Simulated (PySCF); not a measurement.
Heteronuclear NMR

Atom-mapped SMILES (the numbers label the heavy atoms): `[F:1][CH2:2][C:3]#[C:4][CH2:5][CH:6]([F:7])[F:8]`. Each H is labelled by its parent atom.

Method: shieldings: GIAO PBE0/pcSseg-1, GFN2-xTB geometry, in PySCF 2.14.0 with density-fitted response routines (one conformer, non-relativistic, in vacuum, averaged over atoms made equivalent by symmetry, fast rotation or ring inversion).

Q: Where does 19F resonate?

A: 
```json
{"atoms": "F7/F8", "environment": "fluorine of a CF2 group", "σ (ppm)": "301.9", "δ (ppm)": "-111.8"}
{"atoms": "F1", "environment": "fluorine on an sp3 carbon", "σ (ppm)": "419.4", "δ (ppm)": "-217.8"}
```

Shieldings were converted by a linear fit to measured shifts: 19F: δ = 146.13 − 0.903σ +14.6 on sp3 carbon (rms 6.0 ppm, 223 shifts, 7.0 ppm with the 5 outliers that the fit left out vs CFCl3, solution or neat liquid). A few per cent of atoms miss by over 2 rms, more outside the fitted compound classes.

On a 500 MHz spectrometer 19F resonates near 470.5 MHz, so 1 ppm is 470.5 Hz.
